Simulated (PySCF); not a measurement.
## Shieldings and the share of exact exchange

Molecule: SMILES [SiH2](CCC)P, C3H11PSi.

Molfile (atoms numbered from 1):
```
C3H11PSi
     RDKit          3D

 16 15  0  0  0  0  0  0  0  0999 V2000
    1.6243    0.5812    0.1455 C   0  0  0  0  0  0  0  0  0  0  0  0
    0.9899   -0.3396    1.1766 C   0  0  0  0  0  0  0  0  0  0  0  0
   -0.0231   -1.3260    0.5931 C   0  0  0  0  0  0  0  0  0  0  0  0
   -1.5244   -0.5502   -0.2547 Si  0  0  0  0  0  4  0  0  0  0  0  0
   -2.3945    1.0214    1.1359 P   0  0  0  0  0  0  0  0  0  0  0  0
    0.8746    1.2197   -0.3508 H   0  0  0  0  0  0  0  0  0  0  0  0
    2.1345    0.0059   -0.6439 H   0  0  0  0  0  0  0  0  0  0  0  0
    2.3682    1.2483    0.6066 H   0  0  0  0  0  0  0  0  0  0  0  0
    0.4976    0.2664    1.9584 H   0  0  0  0  0  0  0  0  0  0  0  0
    1.7828   -0.9020    1.6988 H   0  0  0  0  0  0  0  0  0  0  0  0
   -0.4171   -1.9795    1.3902 H   0  0  0  0  0  0  0  0  0  0  0  0
    0.4664   -1.9964   -0.1365 H   0  0  0  0  0  0  0  0  0  0  0  0
   -1.1798    0.0161   -1.5973 H   0  0  0  0  0  0  0  0  0  0  0  0
   -2.5814   -1.5899   -0.4572 H   0  0  0  0  0  0  0  0  0  0  0  0
   -1.4460    2.0248    0.7641 H   0  0  0  0  0  0  0  0  0  0  0  0
   -3.3672    1.4649    0.1872 H   0  0  0  0  0  0  0  0  0  0  0  0
  1  2  1  0
  2  3  1  0
  3  4  1  0
  4  5  1  0
  1  6  1  0
  1  7  1  0
  1  8  1  0
  2  9  1  0
  2 10  1  0
  3 11  1  0
  3 12  1  0
  4 13  1  0
  4 14  1  0
  5 15  1  0
  5 16  1  0
M  END
```

GIAO shieldings (ppm, equivalent atoms averaged) in PySCF 2.14 on the PBE0-D3(BJ)/def2-SVP geometry, basis pcSseg-1, gas phase, non-relativistic:

| functional | exact exchange (%) | σ(Si4) |
| --- | --- | --- |
| BLYP | 0 | 364.6 |
| BP86 | 0 | 376.5 |
| PBE | 0 | 378.3 |
| B3LYP | 20 | 377.9 |
| PBE0 | 25 | 394.0 |
| mPW1PW91 | 25 | 391.6 |
| HF | 100 | 429.8 |

(1) Fit each shielding as a line in the percentage of exact exchange.

(2) What does the line predict for BHandHLYP (50 %), and what does the run give?

## Answers

(1) σ(Si4) = 373.7 + 0.57 x (rms 5.5 ppm). The functionals also differ in their semilocal parts, which the line can't hold; Hartree–Fock has no correlation at all.

(2) σ(Si4): 402.2 predicted, 397.0 computed ppm.
